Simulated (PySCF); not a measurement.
An EPR job on `CB1[N]BNBN1C` [radical].

Computed with UKS B3LYP, pcH-1 on B C H N, non-relativistic, mean-field spin-orbit, GIAO (PySCF 2.14.0). Geometry: GFN2-xTB. The command runs a driver script over a list of jobs; the input below is this job's line of settings and its coordinates in Å.

Command:
```bash
OMP_NUM_THREADS=1 python probes_run.py task.json out
```

Input:
```
{"job": {"kind": "epr", "basis": "pcH-1"}, "charge": 0, "multiplicity": 2}
C     -1.436372    -1.737872    -0.239344
B     -0.115192    -0.847010    -0.147109
N      1.158648    -1.320647    -0.294201
B      2.366536    -0.679667    -0.240164
N      2.231450     0.733382     0.017266
B      0.978300     1.357856     0.191361
N     -0.204407     0.586424     0.112763
C     -1.519186     1.174060     0.285631
H     -2.007662    -1.690800     0.685131
H     -2.086360    -1.393275    -1.040572
H     -1.192605    -2.778365    -0.429876
H      3.416565    -1.178835    -0.380744
H      3.078324     1.278663     0.072020
H      0.923678     2.513204     0.400989
H     -1.425020     2.241952     0.476696
H     -2.042460     0.717666     1.129184
H     -2.131233     1.035294    -0.608943
```

Output:
```
UKS, coarse grid
  cycle   1  E = -320.55395218  |g| = 4.07e-01
  cycle   2  E = -320.51525624  |g| = 5.21e-01
  cycle   3  E = -320.63929191  |g| = 5.87e-02
  cycle   4  E = -320.64059609  |g| = 3.51e-02
  cycle   5  E = -320.64118667  |g| = 7.99e-03
  cycle   6  E = -320.64122662  |g| = 5.35e-03
  cycle   7  E = -320.64124056  |g| = 1.98e-03
  cycle   8  E = -320.64124309  |g| = 7.60e-04
UKS, final grid
  cycle   1  E = -320.64120012  |g| = 1.18e-03
  cycle   2  E = -320.64119881  |g| = 2.11e-03
  cycle   3  E = -320.64120076  |g| = 1.45e-04
  cycle   4  E = -320.64120077  |g| = 3.64e-05
  cycle   5  E = -320.64120077  |g| = 2.37e-05
E = -320.64120077 Eh   <S^2> = 0.7543 (exact 0.7500)
g shifts (ppm)      1          2          3
  rmc          -233       -233       -233
  gc              7         54        -20
  oz_so         104       2843       2942
  total        -121       2665       2690
hyperfine (MHz)  atom isotope    a_iso     a_fc   dipolar eigenvalues
    0   13C      28.10      28.10     -4.71     -4.36      9.06
    1   11B      11.79      11.79     -9.42     -3.39     12.81
    2   14N      83.17      83.17    -40.00    -35.52     75.52
    3   11B      11.52      11.52     -9.70     -3.61     13.30
    4   14N      23.54      23.54     -3.02     -2.78      5.80
    5   11B      -5.63      -5.63     -2.45     -0.06      2.50
    6   14N      19.36      19.36     -3.19     -2.85      6.04
    7   13C       5.94       5.94     -1.54     -1.48      3.01
    8    1H       0.25       0.25     -2.99     -1.49      4.48
    9    1H       0.21       0.21     -2.99     -1.50      4.49
   10    1H      -3.55      -3.55     -5.10     -1.84      6.94
   11    1H      73.64      73.64     -5.44     -4.45      9.89
   12    1H      24.41      24.41     -4.80     -2.36      7.16
   13    1H      12.56      12.56     -1.62     -0.80      2.42
   14    1H       8.95       8.95     -1.53     -0.51      2.04
   15    1H      -0.28      -0.28     -1.75     -1.00      2.75
   16    1H      -0.31      -0.31     -1.75     -0.99      2.74
```

rmc, gc and oz_so are the mass-correction, gauge-correction and orbital-Zeeman/spin–orbit parts of the g shift along its three principal axes; a_iso is the isotropic hyperfine coupling and a_fc its Fermi-contact part. The program numbers atoms from 0.

Question: Get g_iso from the total shifts.

Answer: Their mean is 1744 ppm; added to g_e = 2.002319 it gives 2.00406.

Question: How far is ⟨S²⟩ from the pure-spin value?

Answer: S = 0.5 gives S(S+1) = 0.75; the run has 0.7543, 0.0043 more.

In short: ⟨S²⟩ 0.754; g_iso 2.0041.

Isolated species at its GFN2-xTB geometry, gas phase.

Hardware: one thread of an Arm Neoverse V1, on a shared host. Cost: 73 s wall (with the writing of density and orbital grids), 0.96 GiB resident at most.
Labels such as C1 count atoms from 1, the log's own numbers from 0.
